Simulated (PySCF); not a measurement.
## C2H10NSSi2: g tensor and hyperfine couplings

Compound: C2H10NSSi2 (doublet state).
Structure used (GFN2-xTB), in Å, numbered top down from 1:
```
atom  x, y, z in Å
C1    -3.6064   -0.3169    0.3457
N2    -2.2993    0.0450    0.1787
Si3   -0.9230   -0.8916    0.6450
C4     0.5656    0.1886    0.1720
S5     2.0629   -0.7996    0.5119
Si6    3.5688    0.6680    0.1244
H7    -4.3908    0.3072   -0.0263
H8    -3.8102   -1.2700    0.7815
H9    -2.1847    0.9516   -0.2490
H10   -0.9062   -1.1401    2.0931
H11   -0.8802   -2.1670   -0.0803
H12    0.5831    0.4576   -0.8818
H13    0.6289    1.0979    0.7654
H14    4.8152   -0.0434    0.3291
H15    3.3944    1.1474   -1.2438
H16    3.3742    1.7742    1.0579
```

The hyperfine couplings belong to this conformer and change with its torsions.

Identity: `[CH2]N[SiH2]CS[SiH3]` [radical].

Computed with PySCF 2.14.0, UKS B3LYP, pcH-1 on C H N S Si, non-relativistic, mean-field spin-orbit, GIAO. Isolated species at its GFN2-xTB geometry (one conformer only). A GFN2-xTB geometry isn't a minimum of the functional, and hyperfine couplings can be far from their values at a DFT geometry. No stability test was run, so a lower SCF solution isn't excluded.

```json
{"g1, g2, g3": "2.00216, 2.00300, 2.00337", "g_iso": "2.00284", "Form of g": "rhombic: the two nearest values differ by 30 % of g3 − g1", "⟨S²⟩": "0.7532 (exact 0.7500)", "α and β electrons": "37, 36", "HOMO–LUMO gap, α and β orbitals": "3.65, 6.14 eV", "Total energy": "-1114.18140 Eh", "Basis functions": "280"}
```

Isotropic coupling and dipolar principal values T1 to T3, in MHz; ρ(0) is the spin density at the nucleus:

```json
{"atom": "C1", "isotope": "13C", "a_iso": "71.0", "of which spin–orbit": "-0.1", "T1": "-71.0", "T2": "-70.3", "T3": "141.3", "Mulliken spin population": "0.90", "ρ(0) (bohr⁻³)": "0.0632"}
{"atom": "N2", "isotope": "14N", "a_iso": "3.6", "of which spin–orbit": "0.0", "T1": "-11.2", "T2": "-10.4", "T3": "21.6", "Mulliken spin population": "0.15", "ρ(0) (bohr⁻³)": "0.0113"}
{"atom": "Si3", "isotope": "29Si", "a_iso": "7.9", "of which spin–orbit": "0.0", "T1": "-3.2", "T2": "1.4", "T3": "1.8", "Mulliken spin population": "0.02", "ρ(0) (bohr⁻³)": "-0.0088"}
{"atom": "C4", "isotope": "13C", "a_iso": "-1.6", "of which spin–orbit": "0.0", "T1": "-0.5", "T2": "0.0", "T3": "0.5", "Mulliken spin population": "0.00", "ρ(0) (bohr⁻³)": "-0.0014"}
{"atom": "S5", "isotope": "33S", "a_iso": "-0.3", "of which spin–orbit": "0.0", "T1": "0.0", "T2": "0.0", "T3": "0.1", "Mulliken spin population": "0.00", "ρ(0) (bohr⁻³)": "-0.0009"}
{"atom": "Si6", "isotope": "29Si", "a_iso": "0.1", "of which spin–orbit": "0.0", "T1": "-0.1", "T2": "0.0", "T3": "0.1", "Mulliken spin population": "0.00", "ρ(0) (bohr⁻³)": "-0.0002"}
{"atom": "H7", "isotope": "1H", "a_iso": "-57.9", "of which spin–orbit": "0.0", "T1": "-35.2", "T2": "1.5", "T3": "33.7", "Mulliken spin population": "-0.04", "ρ(0) (bohr⁻³)": "-0.0129"}
{"atom": "H8", "isotope": "1H", "a_iso": "-56.9", "of which spin–orbit": "0.0", "T1": "-34.9", "T2": "1.1", "T3": "33.8", "Mulliken spin population": "-0.04", "ρ(0) (bohr⁻³)": "-0.0127"}
{"atom": "H9", "isotope": "1H", "a_iso": "-14.0", "of which spin–orbit": "0.0", "T1": "-12.2", "T2": "-5.4", "T3": "17.6", "Mulliken spin population": "-0.01", "ρ(0) (bohr⁻³)": "-0.0031"}
{"atom": "H10", "isotope": "1H", "a_iso": "13.7", "of which spin–orbit": "0.0", "T1": "-2.3", "T2": "-1.9", "T3": "4.2", "Mulliken spin population": "0.01", "ρ(0) (bohr⁻³)": "0.0031"}
{"atom": "H11", "isotope": "1H", "a_iso": "13.7", "of which spin–orbit": "0.0", "T1": "-2.3", "T2": "-2.0", "T3": "4.2", "Mulliken spin population": "0.01", "ρ(0) (bohr⁻³)": "0.0031"}
{"atom": "H12", "isotope": "1H", "a_iso": "1.8", "of which spin–orbit": "0.0", "T1": "-1.4", "T2": "-1.2", "T3": "2.5", "Mulliken spin population": "0.00", "ρ(0) (bohr⁻³)": "0.0004"}
{"atom": "H13", "isotope": "1H", "a_iso": "2.3", "of which spin–orbit": "0.0", "T1": "-1.3", "T2": "-1.1", "T3": "2.4", "Mulliken spin population": "0.00", "ρ(0) (bohr⁻³)": "0.0005"}
{"atom": "H14", "isotope": "1H", "a_iso": "-0.1", "of which spin–orbit": "0.0", "T1": "-0.2", "T2": "-0.1", "T3": "0.3", "Mulliken spin population": "0.00", "ρ(0) (bohr⁻³)": "0.0000"}
{"atom": "H15", "isotope": "1H", "a_iso": "0.0", "of which spin–orbit": "0.0", "T1": "-0.2", "T2": "-0.2", "T3": "0.5", "Mulliken spin population": "0.00", "ρ(0) (bohr⁻³)": "0.0000"}
{"atom": "H16", "isotope": "1H", "a_iso": "0.0", "of which spin–orbit": "0.0", "T1": "-0.2", "T2": "-0.2", "T3": "0.5", "Mulliken spin population": "0.00", "ρ(0) (bohr⁻³)": "0.0000"}
```

Largest spin populations (Mulliken): C1 (+0.90) and N2 (+0.15). The angles at C1 add up to 359.8°, so it is planar; its axial dipolar tensor and the negative couplings of its protons fit spin in a p orbital normal to that plane.

Axes: g2 points within 15° of the C1–N2 bond.

Under fast tumbling the dipolar parts average out, and these isotropic splittings remain: 1 × 1H (H7, I = 1/2, 2 lines) with 2.06 mT, 1 × 1H (H8, I = 1/2, 2 lines) with 2.03 mT, 1 × 1H (H9, I = 1/2, 2 lines) with 0.50 mT, 2 × 1H (H10/H11, I = 1/2, 3 lines) with 0.49 mT, 1 × 14N (N2, I = 1, 3 lines) with 0.13 mT and 2 × 1H (H12/H13, I = 1/2, 3 lines) with 0.07 mT.

Means are taken over nuclei equivalent by connectivity, which assumes that they swap fast. H7 and H8 aren't averaged: C1 is flat or nearly so (angle sum 360°), and its turn about the short C1–N2 bond (1.37 Å) is taken as slow.

The 29Si coupling of Si3 (7.9 MHz) shows only in satellite lines or after enrichment, since that isotope makes up about 4.7 % of natural silicon.

The 13C coupling of C1 (71.0 MHz) shows only in satellite lines or after enrichment, since that isotope makes up about 1.07 % of natural carbon.

The spin density at the nucleus, in bohr⁻³, is negative for H7 (-0.0129), H8 (-0.0127) and Si3 (-0.0088), for instance. A restricted open-shell determinant has no negative spin density anywhere; here it arises because α and β orbitals differ (spin polarisation).
